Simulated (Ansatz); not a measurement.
Frontier orbitals of ClHOSn (`[OH][Sn][Cl]`).

Charge 0, multiplicity 1. Correlated methods include outer-core shells of Sn, which these sets cover unevenly. Sn takes the def2 core potential. The geometry is a stationary point of PBE0-D4/def2-TZVP. It is one conformer, not always the lowest. Basis def2-TZVPP, Ansatz.

```
functional  HOMO (eV)  LUMO (eV)  gap (eV)
       PBE      -6.49      -3.17      3.32
      BLYP      -6.38      -3.11      3.27
    r2SCAN      -6.79      -3.12      3.67
      PBE0      -7.63      -2.52      5.11
   r2SCANh      -7.21      -2.87      4.34
 CAM-B3LYP      -8.91      -1.62      7.29
   ωB97M-V      -9.73      -0.76      8.97
```

Problem. What is the vertical ionisation energy at frozen-core CCSD(T)/def2-TZVPP? (An estimate is asked.)

Solution. Computed: 9.86 eV (T1 of the cation 0.032).

Against PBE, PBE0 changes HOMO and LUMO by −1.14 and +0.65 eV, ωB97M-V by −3.24 and +2.41 eV. A gap of 3.32 eV thus becomes 8.97 eV for the same molecule, so an orbital gap means little without its functional. −ε(HOMO) differs from that ionisation energy by −3.37 eV with PBE and −0.13 eV with ωB97M-V.
